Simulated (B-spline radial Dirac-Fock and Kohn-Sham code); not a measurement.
# Diagram lines of Ho¹⁶⁺

System: Ho¹⁶⁺, [Kr] 4d10 4f5.

The computed values come from a B-spline atomic structure program: ΔSCF Dirac-Fock with Breit, self-energy and vacuum polarisation, finite nucleus, configuration average. A line energy is the difference of two single-hole energies; the list is a selection of electric-dipole transitions between resolved j subshells. The model has no electron correlation.

| line | energy (eV) | wavelength (Å) |
| --- | --- | --- |
| K-N3 | 55324.5 | 0.22410 |
| K-N2 | 55281.7 | 0.22428 |
| K-M3 | 53869.4 | 0.23016 |
| K-M2 | 53689.5 | 0.23093 |
| K-L3 | 47544.7 | 0.26077 |
| K-L2 | 46697.8 | 0.26550 |
| L1-N3 | 9109.5 | 1.3610 |
| L1-N2 | 9066.6 | 1.3675 |
| L2-N4 | 8769.9 | 1.4137 |
| L2-N1 | 8498.4 | 1.4589 |
| L3-N5 | 7931.0 | 1.5633 |
| L3-N4 | 7923.0 | 1.5649 |
